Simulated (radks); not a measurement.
Results of a calculation; reference values are marked as such.
Neutral strontium, [Kr] 5s2. Level of theory: non-relativistic Kohn-Sham, exchange-only LDA, spin-polarised, spherical densities, point nucleus (a radial shooting solver on a logarithmic mesh with Libxc functionals). Every spin shell is full or empty, so the densities are truly spherical. Functionals are evaluated on that one density, not self-consistently. Rank these exchange functionals by their error against the exact value of the orbitals, and give that value: LDA, B88, PBE, PW86, G96, revTPSS, TASK, MVS.

Answer. Exact: -101.752 hartree. From best to worst, with 100 (|E| - |E exact|)/|E exact| (equal figures are ties): PW86 +0.02, MVS +0.03, B88 +0.07, G96 +0.34, PBE -0.40, revTPSS -0.83, TASK -2.44, LDA -5.41.
